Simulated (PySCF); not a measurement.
## Excited states of Xe (xenon, neutral)

Ground state [Xe], ¹S. All numbers are calculated (PySCF 2.14, a scalar-relativistic core potential, in aug-cc-pVTZ-PP with ECP28MDF). Vertical excitation energies in eV without spin-orbit coupling; excited terms of each kind are numbered among those the solver found. Frozen: 4s2 4p6.

```csv
term,leading excitation,EOM-EE-CCSD
1 3P°,5p → s,8.776
1 1P°,5p → s,9.077
1 3S,5p → p,10.079
1 3D,5p → p,10.450
1 1D,5p → p,10.564
2 3P°,5p → d,10.593
1 1P,5p → p,10.671
1 3P,5p → p,10.677
1 3F°,5p → d,10.966
1 1S,5p → p,11.197
1 1D°,5p → d,11.521
1 1F°,5p → d,11.530
```

The spin-orbit splitting of the hole, absent here, rivals or exceeds the spacing of these terms, so the LS terms are model states.

Only the lower part of the computed list is shown. The solver can miss terms. Rydberg members are limited by the diffuse functions of the basis.
